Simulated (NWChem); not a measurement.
Molecule: NbH$_{2}$SO$_{2}$Cl; SMILES [S]=[Nb]([OH])([OH])[Cl]

```xyz
7

Nb    -0.2373     0.0793     0.0000
S      1.3501     1.5143     0.0000
Cl     0.6617    -2.0442     0.0000
O     -1.2903     0.3403    -1.5207
H     -1.2388     0.9120    -2.2939
O     -1.2903     0.3403     1.5207
H     -1.2388     0.9120     2.2939
```
Atoms are numbered in this order, from 1.

Computed with NWChem. Medium grid unless said otherwise, to which SCAN and Minnesota functionals are sensitive. The geometry was optimised at PBE0/def2-SVP. Not confirmed as a minimum by frequencies. def2 effective core potentials on Nb; no spin-orbit coupling. Total energies of different functionals are on different scales.

```csv
level,energy (Ha),highest occupied level (eV),orbital gap (eV),dipole (D)
B3LYP/def2-SVP,-1066.9203,…,5.40,…
PBE/def2-SVP,-1066.3927,-6.64,3.92,2.54
MPW1K/def2-SVP,-1066.8351,-8.82,7.24,2.56
SCAN/def2-SVP,-1066.9256,-7.01,4.27,2.64
r2SCAN/def2-SVP,-1066.7888,-7.01,4.26,2.64
B3PW91/def2-SVP,-1066.7868,-7.69,5.44,2.56
RPBE/def2-SVP,-1066.8404,-6.61,3.92,2.57
MN15/def2-SVP,-1066.3449,-8.44,6.96,2.57
B97-2/def2-SVP,-1066.9333,-7.67,5.50,2.57
```

Q: Complete the blanks.

A: 
- B3LYP/def2-SVP, highest occupied level (eV): -7.56
- B3LYP/def2-SVP, dipole (D): 2.48
